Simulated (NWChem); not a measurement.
Molecule: SnH2F2; SMILES [F][SnH2][F]

```xyz
5

Sn     0.0000     0.0000    -0.2841
F     -1.5165     0.0000     0.9107
F      1.5165     0.0000     0.9107
H      0.0000     1.4946    -1.0933
H      0.0000    -1.4946    -1.0933
```
Atoms are numbered in this order, from 1.

Computed with NWChem. Geometry: optimised at PBE0/def2-SVP. def2 effective core potentials on Sn; no spin-orbit coupling. Vertical excitations in the gas phase.

### Question
Predict the results for LRC-wPBEh/def2-SVP, TDA. Quantities: lowest excitation, singlet (eV); lowest state with f > 0.02, singlet (eV); orbital gap (eV).

### Answer
```json
{
  "lowest excitation, singlet (eV)": "7.70",
  "lowest state with f > 0.02, singlet (eV)": "7.74",
  "orbital gap (eV)": "12.48"
}
```
